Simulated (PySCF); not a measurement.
Sn⁺ (tin, charge +1) across methods

[Kr] 4d10 5s1 5p1 5d1, one real determinant (an excited configuration). Computed with PySCF 2.14 in x2c-QZVPPall with one added diffuse shell each of s, p, d, f type (14s10p8d5f1g, 128 functions), with the spin-free X2C one-electron Hamiltonian (Gaussian nucleus).

| method | E (hartree) | mean ε 5s α (eV) | mean ε 5p α (eV) | mean ε 5d α (eV) | Σ⟨r²⟩ (bohr²) | ⟨S²⟩ |
| --- | --- | --- | --- | --- | --- | --- |
| PBE0 | -6175.43 | -22.863 | -14.644 | -5.796 | 62.09 | 3.751 |
| r2SCAN | -6175.78 | -21.912 | -13.895 | -5.372 | 61.44 | 3.752 |
| LDA | -6169.76 | -21.918 | -13.653 | -5.374 | 61.14 | 3.751 |
| UHF | -6173.10409 | -26.101 | -17.584 | -6.482 | 66.17 | 3.752 |
| PBE | -6175.35 | -21.578 | -13.530 | -5.446 | 61.40 | 3.751 |

⟨L²⟩ = 8.00 against 12 for a pure F term, so this real determinant mixes terms. The outer electron is Rydberg-like, and this basis confines it to a smaller radius and binds it less than a complete one would.
